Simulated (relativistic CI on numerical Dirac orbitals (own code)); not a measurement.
## Slater and spin-orbit integrals, Ta57+

Method of calculation: Dirac-Coulomb-Breit CI, separate exchange-only KLI orbitals for each configuration, QED by a radiative potential, unscaled Slater integrals (own radial code, finite nucleus).

Slater integrals F^k, G^k are unscaled and averaged over j, outside the closed core [Ne]; ζ comes from projecting the Hamiltonian with its Breit term on Σ l·s of the shell.

- 3s2 3p4: F^2(3p,3p) = 526530, ζ(3p) = 1.7786e+06 cm⁻¹; <r>(3p) = 0.1855, <r^2>(3p) = 0.03986 (bohr units).
- 3s2 3p3 3d: F^2(3p,3p) = 526210, ζ(3p) = 1.7773e+06, F^2(3p,3d) = 531570, G^1(3p,3d) = 550830, G^3(3p,3d) = 372370, ζ(3d) = 241360 cm⁻¹; <r>(3p) = 0.1856, <r^2>(3p) = 0.03991, <r>(3d) = 0.1645, <r^2>(3d) = 0.03121 (bohr units).
- 3s 3p5: G^1(3s,3p) = 669240, ζ(3p) = 1.7783e+06 cm⁻¹; <r>(3s) = 0.1892, <r^2>(3s) = 0.04093, <r>(3p) = 0.1855, <r^2>(3p) = 0.0399 (bohr units).

Averages of the first 10 configurations, taken without configuration mixing, which lowers the lowest level and can move excited configurations by several eV; other configurations of the list can lie among them:

```tsv
Configuration	Parity	States	Average energy above the lowest level (eV)
3s2 3p4	even	15	230.8
3s2 3p3 3d	odd	200	624.6
3s 3p5	odd	12	649.8
3p6	even	1	1091.8
3s 3p4 3d	even	300	1033.6
3s 3p3 3d2	odd	1800	1426.4
3p5 3d	odd	60	1465.7
3s2 3p2 3d 4p	odd	900	3341.9
3s 3p3 3d 4s	odd	800	3577.9
3p5 4s	odd	12	3630.7
```
